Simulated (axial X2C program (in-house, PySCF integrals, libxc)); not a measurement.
Low determinants of ZrF at the PBE0 level, spin-free

Calculated with an in-house all-electron X2C program for linear molecules (integrals from PySCF). Spin-free means the one-electron spin-free X2C Hamiltonian. Basis: Zr dyall-cv3z [11s12p9d6f3g], F dyall-av3z [7s6p3d2f] (cores contracted in-house); Gaussian nuclei, density fitting, unrestricted open shells. Masses: Zr 89.905 u, F 18.998 u.

Search at 1.885 Å (vertical energies from the lowest determinant):

```
ΔE (eV)             state  electrons beyond evenly filled partner blocks  electrons in σ, π, δ, φ
   0.00  M_S = 3/2, Λ = 0                                   σα, δ+α, δ-α                23 20 6 0
   0.31  M_S = 1/2, Λ = 2                                            δ+α                24 20 5 0
   0.46  M_S = 3/2, Λ = 3                                   σα, π+α, δ+α                23 21 5 0
   0.56  M_S = 3/2, Λ = 1                                   σα, π-α, δ+α                23 21 5 0
   0.82  M_S = 1/2, Λ = 0                                   σβ, δ+α, δ-α                23 20 6 0
   1.15  M_S = 3/2, Λ = 2                                    2 × σα, δ+α                24 20 5 0
   1.20  M_S = 1/2, Λ = 1                                   σα, π-β, δ+α                23 21 5 0
```

Lowest determinant, M_S = 3/2, Λ = 0 (beyond evenly filled blocks: σα, δ+α, δ-α): Re = 1.878 Å, ωe = 658.4 cm⁻¹.

The determinant in row 2 of the search, M_S = 1/2, Λ = 2 (beyond evenly filled blocks: δ+α), was followed along the bond at PBE0; measured from the minimum of the lowest determinant it gives:

Te = 0.289 eV (2334 cm⁻¹), Re = 1.847 Å, ωe = 698.0 cm⁻¹.

Problem. Compare the bond of the determinant in row 2 with that of the lowest one.

Solution. At PBE0 its Re is 0.031 Å shorter and its force constant, which goes as ωe², is 1.12 times that of the lowest determinant. This determinant mixes spin states, so it has no term energy of its own.

The search compares states at one distance, so a state with another bond length can lie lower; it is not exhaustive and yields mostly the lowest determinant of each block pattern, so other components and higher states of one pattern are missing. These are energies of single determinants, not of spin-adapted states; PBE0 term energies can be off by some tenths of an eV, and the functional has no current term. The lowest determinant need not be the ground state where others lie within half an eV. Row 2 is spin-contaminated (⟨S²⟩ = 0.83 against 0.75), so its values are not those of a pure state.
